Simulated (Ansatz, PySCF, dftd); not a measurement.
Species: BeF, charge 0, doublet. BeF (SMILES [Be][F], doublet).
B3LYP-D3(BJ)/def2-TZVP minimum from Ansatz (a quantum-chemistry and plane-wave program):
```
Be
F 1 1.3730
```
Charge 0, spin multiplicity 2.

Property: enthalpy of formation at 298 K (by atomisation, with ideal-gas terms from PySCF's Hessian at B3LYP-D3(BJ)/def2-TZVP and the atoms' measured values of the G2/97 table; no spin-orbit terms), in kJ/mol. UHF or UKS for unpaired electrons; spin-orbit terms are left out. Cores are frozen in correlated methods. No relativity. CBS(X,Y): correlation extrapolated as X^-3, Hartree-Fock from the larger set. A bracket is a step between two methods taken in the basis named. Double hybrids freeze cores in their MP2 part. Full CI freezes restricted core orbitals, also for open shells; the composite that ends in it estimates full CI at the basis-set limit. Where a partner has so few electrons that a lower coupled-cluster level is exact, that level stands in. The restricted determinant of Be ([Be], singlet) is unstable towards broken spin symmetry in at least one set run. The spin of BeF ([Be][F], doublet) was assumed, and the state is the lowest solution found for it.

| level | program | enthalpy of formation at 298 K (kJ/mol) | difference against the last row |
|---|---|---|---|
| B3LYP-D3(BJ)/def2-TZVPD | Ansatz + dftd3 | -171.9 | -10.9 |
| r2SCANh/def2-TZVPD | Ansatz | -180.5 | -19.5 |
| CAM-B3LYP-D3(BJ)/def2-TZVPD | Ansatz + dftd3 | -178.0 | -17.0 |
| CAM-B3LYP/def2-TZVPD | Ansatz | -177.3 | -16.3 |
| B2GP-PLYP/def2-TZVPD | Ansatz | -166.5 | -5.5 |
| MP2/def2-SVP | Ansatz | -155.7 | 5.3 |
| CCSD/CBS(def2-TZVPP,def2-QZVPP) | Ansatz | -146.9 | 14.1 |
| CCSDT(Q)/def2-TZVPP | Ansatz | -118.3 | 42.7 |
| CCSD(T)/CBS(def2-TZVPP,def2-QZVPP) + [CCSDT(Q) - CCSD(T)]/def2-TZVPP + [CCSDTQ - CCSDT(Q)]/def2-SVP | Ansatz | -161.2 | -0.2 |
| CCSD(T)/CBS(def2-TZVPP,def2-QZVPP) + [CCSDT(Q) - CCSD(T)]/def2-QZVPP + [FCI - CCSDT(Q)]/def2-SVP | Ansatz | -161.0 | 0.0 |
